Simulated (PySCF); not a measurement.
Constitutional and geometric isomers with formula CH6OSi2. Gas-phase values, no solvent. One relaxed conformer stands for each flexible species; it need not be the lowest. Strings in code marks are SMILES.

Delta-SCF ions had no search for a lower state. Excitations are Tamm–Dancoff values on a coarser integration grid. The basis has no diffuse functions, so Rydberg states are missing or too high.

A: `O=C([SiH3])[SiH3]`
B: `O=C[SiH2][SiH3]` (O–C–Si–Si torsion 94°)
C: `C=[SiH][SiH2]O` (C–Si–Si–O torsion -11°, Si–Si–O–H torsion -47°)
D: `C=[SiH]O[SiH3]` (C–Si–O–Si torsion 1°)
E: `O([SiH3])C=[SiH2]` (Si–C–O–Si torsion 0°)
F: `C1[Si@@H]([SiH3])O1`

**Question.** Rank these by vertical ionisation energy (Delta-SCF) (lowest first), as PBE-D3(BJ)/def2-TZVP // B3LYP-D3(BJ)/def2-TZVP (PySCF) gives it.

**Answer.** E (7.91 eV), D (8.32 eV), A (8.42 eV), C (8.60 eV), B (8.95 eV), F (9.43 eV)
